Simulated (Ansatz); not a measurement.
BH$_{5}$NPS$_{2}$. Charge 0, multiplicity 1. The bonds changed during the relaxation, so this is another structure than the one it started from. Geometry: relaxed with PBE0-D4/def2-TZVP. It is one conformer, not always the lowest.

```xyz
10

B     0.566   -0.460   -1.206
P    -1.234    0.111   -0.949
N    -1.110    1.367    0.120
S    -0.170   -1.725    0.130
S     0.275   -0.931    1.968
H     1.474    0.191   -0.767
H     0.732   -1.124   -2.191
H    -0.222    1.693    0.465
H    -1.901    1.632    0.685
H     1.589   -0.754    1.744
```

(1) What is the dipole moment at ωB97M-V/def2-TZVPP? (Best estimate.)

(2) And with PBE, r2SCAN, B3LYP? (An estimate is asked.)

(3) Give the Mulliken charges with ωB97M-V, B3LYP, PBE in def2-TZVPP. (Estimate.)

Results:

(1) Ansatz gave: 2.75 D, with components (-0.26, 1.95, 1.92) D in this frame, pointing from negative to positive charge.

(2) The calculation gave: PBE 2.80 D, r2SCAN 2.83 D, B3LYP 2.73 D.

(3) Ansatz gave: 
```tsv
atom	ωB97M-V	B3LYP	PBE
B1	-0.39	-0.18	-0.21
P2	0.19	0.14	0.09
N3	-0.28	-0.30	-0.29
S4	0.00	-0.03	0.01
S5	-0.13	-0.12	-0.12
H6	0.08	0.02	0.02
H7	0.09	0.03	0.02
H8	0.15	0.17	0.17
H9	0.14	0.16	0.17
H10	0.14	0.13	0.13
```

B3LYP here is the variant with VWN-RPA as its local correlation; programs differ in this.
